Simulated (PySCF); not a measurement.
**Nuclear repulsion and electron count by hand**

System: BF3, singlet, at a GFN2-xTB geometry. Level: PySCF with CCSD(T)/cc-pVDZ. Sums are taken with unrounded values, so a last digit can differ.

Coordinates (Å):

```
atom         x         y         z
----  --------  --------  --------
B1     0.00000   0.00000   0.00000
F2    -0.00660   1.30036  -0.00088
F3     1.12944  -0.64447   0.00325
F4    -1.12284  -0.65590  -0.00237
```

Q: Work out the nuclear repulsion energy and the numbers of alpha and beta electrons.

A: In atomic units each pair adds Z_i Z_j / r_ij, with r in bohr (1 bohr = 0.529177 Å).
| pair | r (Å) | r (bohr) | Z_i Z_j | term (Eh) |
|---|---|---|---|---|
| B1-F2 | 1.3004 | 2.4574 | 45 | 18.3123 |
| B1-F3 | 1.3004 | 2.4574 | 45 | 18.3123 |
| B1-F4 | 1.3004 | 2.4574 | 45 | 18.3123 |
| F2-F3 | 2.2523 | 4.2563 | 81 | 19.0307 |
| F2-F4 | 2.2523 | 4.2563 | 81 | 19.0307 |
| F3-F4 | 2.2523 | 4.2563 | 81 | 19.0307 |
The sum is 112.0292 Eh; PySCF gives 112.0292 Eh. The atomic numbers add up to 32, so at charge +0 there are 32 electrons; multiplicity 1 means 0 unpaired, so 16 alpha and 16 beta.
